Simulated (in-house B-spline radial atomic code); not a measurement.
A run on Nd⁻ that did not converge. Method: scalar-relativistic (X2C) wB97X, spin-polarised, spherical fractional occupations, Fermi nucleus of rms radius 4.9123 fm; computed with an all-electron radial atomic-structure program (B-spline basis).

Command:
```bash
python run_scf.py task.json out
```
Settings (nuclear radius in fm, mass in u):
```
Z                60
configuration    [Xe] 4f5 6s2
hamiltonian      x2c
method           wb97x
spin_polarised   True
nucleus          fermi
rms_radius       4.9123
atomic_mass      141.90773
speed_of_light   137.035999084
```

First and last ten iterations of the last attempt (damped for 15 steps, keeping 80 % of the old Fock matrix, then DIIS):
```
 iter        energy (Eh)    residual
    1       -9610.368897    5.19e-01
    2       -9607.183554    6.78e-01
    3       -9615.419917    4.30e-01
    4       -9619.615849    2.66e-01
    5       -9621.650804    1.60e-01
    6       -9622.589479    1.01e-01
    7       -9623.003323    6.09e-02
    8       -9616.690268    2.14e-01
    9       -9622.186080    1.25e-01
   10       -9622.848600    7.65e-02
  111       -9622.829695    7.73e-02
  112       -9622.814704    7.90e-02
  113       -9623.007026    6.06e-02
  114       -9616.219980    2.26e-01
  115       -9616.207123    2.27e-01
  116       -9616.345120    2.23e-01
  117       -9616.303065    2.25e-01
  118       -9616.158679    2.29e-01
  119       -9616.073877    2.31e-01
  120       -9616.048113    2.31e-01
 not converged after 120 iterations
```

The smallest residual met was 3.1e-02; the threshold is about 6e-07. No energy from this run should be used.Radii and densities under X2C are those of the two-component orbitals, without the picture-change correction, which makes inner s shells of heavy atoms about 5 % too small.
